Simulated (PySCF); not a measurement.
# Fractional electron number in Ga (gallium, neutral)

The 4p alpha orbital of [Ar] 3d10 4s2 4p1 is emptied in steps (occupation f), with all orbitals relaxed, ending at [Ar] 3d10 4s2. Computed with PySCF 2.14 in jorge-DZP-DKH (8s6p2d1f, 43 functions), with the spin-free X2C one-electron Hamiltonian (Gaussian nucleus). The exact energy is a straight line in f; departures are measured from the line between the end points of the same method.

Among UHF, LDA, PBE, PBE0, r2SCAN, BHandHLYP, wB97X, TPSS, B3LYP, which shows the largest delocalisation error (convex curve), and which is closest to linear?

Most convex: LDA (-0.813 eV at f = 0.5); closest to linear: UHF (0.049 eV).

```
  f  UHF (eV)  LDA (eV)  PBE (eV)  PBE0 (eV)  r2SCAN (eV)  BHandHLYP (eV)  wB97X (eV)  TPSS (eV)  B3LYP (eV)
  1     0.000     0.000     0.000      0.000        0.000           0.000       0.000      0.000       0.000
0.9     0.018    -0.294    -0.284     -0.207       -0.270          -0.143      -0.030     -0.271      -0.234
0.7     0.041    -0.685    -0.661     -0.480       -0.621          -0.332      -0.072     -0.627      -0.545
0.5     0.049    -0.813    -0.784     -0.567       -0.725          -0.394      -0.088     -0.741      -0.646
0.3     0.041    -0.680    -0.655     -0.472       -0.590          -0.330      -0.076     -0.618      -0.541
0.1     0.017    -0.289    -0.279     -0.200       -0.238          -0.141      -0.033     -0.264      -0.230
  0     0.000     0.000     0.000      0.000        0.000           0.000       0.000      0.000       0.000
```

| method | E(f=0) − E(f=1) (eV) | −ε at f=1 (eV) | −ε at f=0.5 (eV) |
| --- | --- | --- | --- |
| UHF | 5.307 | 5.507 | 5.305 |
| LDA | 5.828 | 2.555 | 5.843 |
| PBE | 5.727 | 2.565 | 5.743 |
| PBE0 | 5.769 | 3.462 | 5.794 |
| r2SCAN | 5.891 | 2.880 | 5.978 |
| BHandHLYP | 5.681 | 4.093 | 5.687 |
| wB97X | 5.633 | 5.298 | 5.622 |
| TPSS | 5.726 | 2.707 | 5.754 |
| B3LYP | 5.784 | 3.181 | 5.795 |

Reference removal energy between the ground levels: 5.999 eV (measured; NIST Atomic Spectra Database, ionization energies). The calculation has no spin-orbit coupling. UHF lacks correlation.
